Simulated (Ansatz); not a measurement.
C4H6O4Zn, singlet, geometry from GFN2-xTB (such geometries of metal compounds can be far from the true shape); Ansatz (a quantum-chemistry and plane-wave program) with BLYP-D3BJ/STO-3G.

Here is a job for Ansatz.
Ansatz 0.2 input:
```yaml
crystal:
  periodic: [false, false, false]
  atoms:
    - {symbol: Zn, position_ang: [-0.00213218, -0.00048230, -0.00043732]}
    - {symbol: C, position_ang: [0.08934617, 2.30448338, -2.97259434]}
    - {symbol: C, position_ang: [0.06009732, 1.38124227, -1.78941451]}
    - {symbol: O, position_ang: [-0.46857821, 0.24796281, -1.88649319]}
    - {symbol: O, position_ang: [0.55172751, 1.74434914, -0.69403404]}
    - {symbol: H, position_ang: [0.96313590, 2.94601111, -2.91637612]}
    - {symbol: H, position_ang: [0.08149978, 1.72611245, -3.89097181]}
    - {symbol: H, position_ang: [-0.80395332, 2.92537882, -2.93898522]}
    - {symbol: C, position_ang: [-0.08766604, -2.30410334, 2.97293894]}
    - {symbol: C, position_ang: [-0.05001408, -1.37896146, 1.79148265]}
    - {symbol: O, position_ang: [-0.99391024, -0.57877535, 1.58652740]}
    - {symbol: O, position_ang: [0.91903789, -1.41166436, 0.99569749]}
    - {symbol: H, position_ang: [0.92365326, -2.51922243, 3.30336872]}
    - {symbol: H, position_ang: [-0.67811424, -1.86106568, 3.76860234]}
    - {symbol: H, position_ang: [-0.55905197, -3.23368843, 2.65942406]}
basis:
  gaussian:
    orbitals: STO-3G
hamiltonian:
  xc: blyp
  dispersion: d3bj
```

**Question.** What does Ansatz print? Leave out banner, timings and long lists.

**Answer.** 
```
Functional definition: BLYP
834 factors; integrals over basis functions are off by at most 2.3e-4 eV
mean field evaluation 1: about -59241.9688 eV, gradient 2.7e2 eV
mean field evaluation 2: about -59858.9664 eV, gradient 1.1e2 eV
mean field evaluation 4: about -58745.5676 eV, gradient 3.3e2 eV
mean field evaluation 8: about -59921.5288 eV, gradient 1.7e2 eV
mean field evaluation 16: about -60118.4331 eV, gradient 5.1e-1 eV
mean field evaluation 32: about -60118.1773 eV, gradient 1.6e-4 eV
mean field evaluation 64: about -60078.7809 eV, gradient 1.1e2 eV
mean field evaluation 96: about -60112.1051 eV, gradient 1.1e-2 eV
mean field evaluation 128: about -60118.1745 eV, gradient 2.5e-2 eV
mean field evaluation 160: about -60117.5382 eV, gradient 3.2e0 eV
mean field evaluation 192: about -60118.1743 eV, gradient 4.0e-1 eV
mean field evaluation 224: about -60111.3123 eV, gradient 4.1e1 eV
mean field evaluation 256: about -60112.3180 eV, gradient 1.7e1 eV
mean field -60118.17729379 eV, -2209.3022659825 hartree, gradient 1.3e-6 eV, S^2 0.000000; 14 other end points of the search recorded, 0 dependent functions left out
reference -60118.17763662 eV, -2209.3022785815 hartree; 46, 46 occupied and 18, 18 virtual orbitals, 834 factors
Total energy: -60118.82416570 eV, -2209.3260380867 hartree
```
